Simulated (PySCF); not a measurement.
Cl$_{3}$Sn (SMILES [Cl][Sn+]([Cl])[Cl]), charge +1, singlet, geometry from GFN2-xTB (such geometries of metal compounds can be far from the true shape) (all electrons, no relativity). Base run: R2SCAN/3-21G run with PySCF.

Geometry (Å):
```xyz
4

Sn     0.0000     0.0000     0.0000
Cl     2.2217    -0.2805    -0.4281
Cl    -0.9431    -0.9895     1.8246
Cl    -1.2786     1.2700    -1.3965
```
Charge +1, spin multiplicity 1.
All else is at PySCF's defaults.

Variants of this job, named by their change:

```csv
change,E (Eh),HOMO (eV),HOMO-LUMO gap (eV),core-seconds (rough)
base,-7372.27774,-14.44,3.54,5
functional = scan,(withheld),-14.44,(withheld),5
functional = b97m_v,-7371.35474,-14.47,3.61,100
functional = pbe,-7371.42808,-13.98,3.08,3
functional = lc_wpbe,-7371.50457,-18.36,10.12,8
functional = tpssh,-7372.31977,-14.73,4.14,5
functional = wb97m_v,-7372.21805,-17.73,9.46,100
functional = camb3lyp,-7372.80130,-16.81,7.57,7
functional = blyp; dispersion = d4,-7372.56229,-13.74,3.00,3
functional = hf,(withheld),(withheld),(withheld),0.6
functional = pw6b95,-7375.57062,-15.53,5.34,5
functional = m06,(withheld),(withheld),(withheld),5
functional = blyp,(withheld),-13.74,3.00,3
```

What belongs in the gaps?


- functional = scan, E (Eh): -7372.98348
- functional = scan, HOMO-LUMO gap (eV): 3.48
- functional = hf, E (Eh): -7367.97497
- functional = hf, HOMO (eV): -18.91
- functional = hf, HOMO-LUMO gap (eV): 11.96
- functional = m06, E (Eh): -7372.36164
- functional = m06, HOMO (eV): -15.33
- functional = m06, HOMO-LUMO gap (eV): 4.94
- functional = blyp, E (Eh): -7372.55098

Total energies compare only within one method and basis.
